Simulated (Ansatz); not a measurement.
Strength of the B–N bond: C2H6BN → C2H3N + BH3

Species: C2H6BN `[BH3-][N+]#CC`, singlet; C2H3N `CC#N`, singlet; BH3 `B`, singlet. 

Shapes, held fixed at every level: PBE0-D4/def2-TZVP. Programs: Ansatz 0.2.0. The zero-point and thermal change to 298 K, harmonic and unscaled (PBE0-D4/def2-TZVP), is -10.5 kJ/mol.

(1) Estimate ΔH(298 K) of this reaction.

## Answers

(1) The highest level, CCSD(T)/CBS estimate, gives ΔH(298 K) = +78.5 kJ/mol; the levels span +31.3 to +90.1. A fragment pairs its electrons up again, so this isn't a typical strength of such a bond. The column of differences is taken from that level and isn't an error. No measured value is set beside it here. The CBS estimate extrapolates MP2 from def2-TZVPP and def2-QZVPP and adds CCSD(T) − MP2 in the triple-zeta set, cores frozen.

| level | kind | ΔH(298 K) (kJ/mol) | less CCSD(T)/CBS estimate |
| --- | --- | --- | --- |
| HF/def2-SVP | Hartree–Fock | +31.3 | -47.2 |
| BHLYP-D4/def2-TZVPP | global hybrid | +77.2 | -1.3 |
| B2PLYP/def2-TZVPP | double hybrid | +79.1 | +0.6 |
| MP2/def2-SVP | perturbation theory | +90.1 | +11.6 |
| MP2/def2-TZVPP | perturbation theory | +83.2 | +4.7 |
| CCSD(T)/def2-SVP | coupled cluster or CI | +83.1 | +4.6 |
| CCSD(T)/CBS estimate | coupled cluster or CI | +78.5 | 0.0 |
